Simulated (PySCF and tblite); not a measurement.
The numbers below are computed, except where a source is named.
Stationary points of C₆H₈Se at B3LYP-D3(BJ)/def2-SVP, in Å:

Structure A

```
 1 C     1.935   -0.011    0.634
 2 Se    0.972   -1.689    0.640
 3 C    -0.716   -1.010   -0.843
 4 C    -0.492    0.240   -1.448
 5 C    -0.788    1.233   -0.492
 6 C    -1.204    0.652    0.724
 7 C    -1.175   -0.745    0.557
 8 H     1.982    0.389   -0.388
 9 H     1.431    0.712    1.291
10 H     2.945   -0.233    1.009
11 H    -0.853   -1.958   -1.362
12 H    -0.148    0.404   -2.467
13 H    -0.706    2.308   -0.669
14 H    -1.494    1.181    1.630
15 H    -1.688   -1.475    1.182
```

Structure B

```
 1 C     2.073   -0.186    0.446
 2 Se    1.309   -1.755   -0.441
 3 C    -0.502   -0.990   -0.807
 4 C    -0.437    0.264   -1.628
 5 C    -0.991    1.277   -0.923
 6 C    -1.471    0.760    0.371
 7 C    -1.207   -0.564    0.447
 8 H     2.107    0.666   -0.246
 9 H     1.482    0.074    1.334
10 H     3.093   -0.464    0.746
11 H    -1.004   -1.824   -1.326
12 H     0.016    0.311   -2.618
13 H    -1.080    2.315   -1.246
14 H    -1.963    1.365    1.135
15 H    -1.427   -1.241    1.272
```

Level: B3LYP/pcSseg-1 + D3(BJ) on B3LYP-D3(BJ)/def2-SVP stationary points, with GFN2-xTB thermal terms.

Question: Which structure is a saddle point, and along which motion?

Answer: A: one imaginary mode (347i cm⁻¹ at GFN2-xTB, mostly on C7, C3, Se2), along the shift of Se2 from C3 to C7.

Question: Give their symmetry and energies above the lowest.

Answer: A Cs, 19.5 kcal/mol; B Cs, 0.0 kcal/mol.

Spin–orbit effects of heavy atoms on shieldings are missing.
